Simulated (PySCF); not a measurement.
**Two-photon absorption: methyl 2-ethoxyacetate (C(C)OCC(=O)OC, C5H10O3)**

Molfile (atoms numbered from 1):
```
C5H10O3
     RDKit          3D

 18 17  0  0  0  0  0  0  0  0999 V2000
   -3.0225    0.4095    0.9052 C   0  0  0  0  0  0  0  0  0  0  0  0
   -1.5734    0.0028    0.9947 C   0  0  0  0  0  0  0  0  0  0  0  0
   -1.2351   -0.7054   -0.1757 O   0  0  0  0  0  0  0  0  0  0  0  0
    0.0760   -1.1295   -0.2344 C   0  0  0  0  0  0  0  0  0  0  0  0
    1.0646   -0.0145   -0.5251 C   0  0  0  0  0  0  0  0  0  0  0  0
    0.7922    1.1436   -0.6848 O   0  0  0  0  0  0  0  0  0  0  0  0
    2.3072   -0.5059   -0.5845 O   0  0  0  0  0  0  0  0  0  0  0  0
    3.3338    0.4324   -0.8577 C   0  0  0  0  0  0  0  0  0  0  0  0
   -3.6667   -0.4734    0.7792 H   0  0  0  0  0  0  0  0  0  0  0  0
   -3.3302    0.9403    1.8182 H   0  0  0  0  0  0  0  0  0  0  0  0
   -3.1789    1.0757    0.0444 H   0  0  0  0  0  0  0  0  0  0  0  0
   -0.9305    0.8943    1.1039 H   0  0  0  0  0  0  0  0  0  0  0  0
   -1.4028   -0.6431    1.8815 H   0  0  0  0  0  0  0  0  0  0  0  0
    0.1665   -1.8678   -1.0479 H   0  0  0  0  0  0  0  0  0  0  0  0
    0.4077   -1.6432    0.6922 H   0  0  0  0  0  0  0  0  0  0  0  0
    3.3110    1.2594   -0.1332 H   0  0  0  0  0  0  0  0  0  0  0  0
    3.2195    0.8546   -1.8675 H   0  0  0  0  0  0  0  0  0  0  0  0
    4.2810   -0.1143   -0.7840 H   0  0  0  0  0  0  0  0  0  0  0  0
  1  2  1  0
  2  3  1  0
  3  4  1  0
  4  5  1  0
  5  6  2  0
  5  7  1  0
  7  8  1  0
  1  9  1  0
  1 10  1  0
  1 11  1  0
  2 12  1  0
  2 13  1  0
  4 14  1  0
  4 15  1  0
  8 16  1  0
  8 17  1  0
  8 18  1  0
M  END
```

Computed, not measured: TDDFT CAM-B3LYP/aug-cc-pVDZ excited states, vertical, gas phase (PySCF 2.14.0). Geometry: PBE0-D3(BJ)/def2-SVP.

(1) Give the one- and two-photon strengths of the lowest singlets.

## Answers

(1) δ for parallel linear polarisation; σ at the peak of a Lorentzian of half width 0.1 eV, single beam; Ω is circular over linear.
```csv
state,E (eV),f,photon λ (nm),δ (au),σ (GM),Ω,main
S1,5.87,0.002,423,0.63,0.01,1.19,"HOMO→LUMO+7 0.17, HOMO→LUMO+6 0.14"
S2,6.75,0.021,367,68.7,1.15,0.66,"HOMO→LUMO 0.66, HOMO→LUMO+1 0.13"
S3,7.17,0.007,346,12.8,0.24,1.13,"HOMO→LUMO+1 0.14, HOMO→LUMO+3 0.13"
S4,7.36,0.008,337,35.7,0.71,0.79,"HOMO→LUMO+1 0.34, HOMO−1→LUMO 0.13"
S5,7.48,0.002,331,38.6,0.79,1.04,HOMO→LUMO+2 0.54
S6,7.57,0.013,328,49.3,1.03,0.39,HOMO→LUMO+3 0.63
```

Among these, the strongest one-photon state is S2, the strongest two-photon state S2, with a dipole change of 4.9 D (relaxed, norm of the difference vector).
